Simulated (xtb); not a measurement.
xtb input (GFN1-xTB):

```bash
xtb mol.xyz --gfn 1 --opt tight --chrg 0 --uhf 0
```
mol.xyz:
```
14

C     -2.32653072     0.74798490     0.51440015
C     -0.99584147     0.20445142     0.03612392
C      0.10455776     0.33359071     1.07669588
C      1.48163532    -0.10246654     0.62083965
Cl     2.10382692     0.93843578    -0.72351591
Cl    -1.19675307    -1.55296733    -0.42488940
H     -2.22548384     1.81376172     0.73427409
H     -3.09509829     0.62502617    -0.24697585
H     -2.65335249     0.23725868     1.42119477
H     -0.69121431     0.68786048    -0.88928550
H     -0.16426599    -0.26056415     1.95562302
H      0.14482037     1.37980131     1.39286985
H      1.47526749    -1.11997431     0.24077141
H      2.20614635    -0.01749628     1.42606096
```

End of the output:

```
     4   6 C        5  17 Cl                                      1.7804789
     2   6 C        6  17 Cl                                      1.7897728 (max)
     1   6 C        7   1 H                                       1.0906777
     1   6 C        8   1 H                                       1.0891373 (min)
     1   6 C        9   1 H                                       1.0899138
     2   6 C       10   1 H                                       1.0946860
     3   6 C       11   1 H                                       1.0943675
     3   6 C       12   1 H                                       1.0941517
     4   6 C       13   1 H                                       1.0911093
     4   6 C       14   1 H                                       1.0905363

 * 3 distinct bonds (by element types)

   Z      Z             #   av. dist./Å        max./Å        min./Å
   1 H    6 C           8     1.0918225     1.0946860     1.0891373
   6 C    6 C           3     1.5227826     1.5266571     1.5199614
   6 C   17 Cl          2     1.7851259     1.7897728     1.7804789

optimized geometry written to: xtbopt.xyz

           -------------------------------------------------
          | TOTAL ENERGY              -21.287725552828 Eh   |
          | GRADIENT NORM               0.000192372222 Eh/α |
          | HOMO-LUMO GAP               6.720293982579 eV   |
           -------------------------------------------------

------------------------------------------------------------------------
------------------------------------------------------------------------
 total:
 SCF:
 ANC optimizer:
```
